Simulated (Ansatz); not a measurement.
Ansatz (an electronic-structure program) input (RPA@PBE/cc-pV(T+d)Z):
A basis named .json is the Basis Set Exchange file of that set.

Ansatz 0.2 input:
```yaml
crystal:
  periodic: [false, false, false]
  atoms:
    - {symbol: B, position_ang: [0.22645289, 0.26515512, 0.04119097]}
    - {symbol: Cl, position_ang: [-1.55168755, -0.01159838, -0.48890061]}
    - {symbol: F, position_ang: [0.46900764, 1.60343943, -0.03537415]}
    - {symbol: S, position_ang: [1.31408470, -0.97247237, 0.52648268]}
basis:
  gaussian:
    orbitals: cc-pV_T+d_Z.json
hamiltonian:
  xc: pbe
total_charge: -1
magnetization: {spin_polarized: false}
correlation: {method: rpa, electrons: outside_noble_gas}
```

End of the output:

```
integrals: 0.13 GiB planned
845 factors; integrals over basis functions are off by at most 1.6e-3 eV
mean field: 0.65 GiB planned
mean field evaluation 1: about -26743.4334 eV, gradient 2.9e1 eV
mean field evaluation 2: about -26743.4314 eV, gradient 2.9e1 eV
mean field evaluation 4: about -26745.1842 eV, gradient 1.2e1 eV
mean field evaluation 8: about -26745.5063 eV, gradient 1.7e-1 eV
mean field evaluation 16: about -26745.5064 eV, gradient 3.6e-5 eV
mean field -26745.50636018 eV, -982.8792299814 hartree, gradient 4.4e-6 eV, S^2 0.000000; 0 other end points of the search recorded, 0 dependent functions left out
12 core orbitals not correlated
reference -26704.70811365 eV, -981.3799220754 hartree; 12, 12 occupied and 114, 114 virtual orbitals, 845 factors
Total energy: -26735.34933419 eV, -982.5059661608 hartree
```

It need not be the lowest isomer of its formula. Whether it binds its extra electron was not tested at this geometry.
